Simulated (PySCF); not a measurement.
## How methods differ on the ionisation energy of P⁺

P⁺ [Ne] 3s2 3p2 (3P) → P²⁺ [Ne] 3s2 3p1 (2P), as a difference of total energies. All numbers are calculated (PySCF 2.14, scalar relativity by spin-free X2C-1e, in aug-cc-pCVTZ-DK with one added diffuse shell each of s, p, d, f type (9s8p6d4f, 91 functions)). Correlated levels: valence and next inner shell: 1s2 frozen. The calculations carry no spin-orbit coupling.

```tsv
method	ionisation energy (eV)
UHF	19.152
MP2 (valence and next inner shell)	19.627
SCS-MP2 (valence and next inner shell)	19.534
CCSD (valence and next inner shell)	19.660
CCSD(T) (valence and next inner shell)	19.692
```

Q: How much does correlation contribute at CCSD(T) (valence and next inner shell)?

A: 19.692 − (19.152) = 0.540 eV, measured against UHF.

A first-order spin-orbit estimate (lowest level to lowest level, LS coupling) adds -0.007 eV.

Errors of the correlated levels include the incompleteness of this basis and the frozen core.

For comparison: 19.769 eV (semi-empirical (NIST evaluation); NIST Atomic Spectra Database, ionization energies).
